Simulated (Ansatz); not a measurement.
Z-matrix (Å, degrees):
```
Si
Cl 1 2.041
Cl 1 2.056 2 107.0
N 1 1.692 2 107.5 3 124.1
H 1 1.472 2 110.9 3 -115.5
H 4 1.007 1 120.6 2 -43.0
H 4 1.008 1 120.1 2 169.5
```

Total charge 0; spin multiplicity 1.

Problem. List the PBE0/def2-TZVPP orbital energies in eV (the Gaussian-basis code of Ansatz). (An estimate is asked.)

Solution. The calculation gave: Occupied: -2767.49, -2767.33, -1804.56, -391.46, -259.36, -259.19, -197.63, -197.50, -197.50, -197.46, -197.34, -197.34, -146.66, -101.37, -101.33, -101.28, -24.66, -23.38, -22.87, -15.38, -14.52, -12.39, -11.52, -11.28, -9.83, -9.52, -9.21, -9.11, -8.22. Lowest empty: 0.50, 0.74, 1.22, 2.04, 2.28, 2.47, 4.24, 4.53.
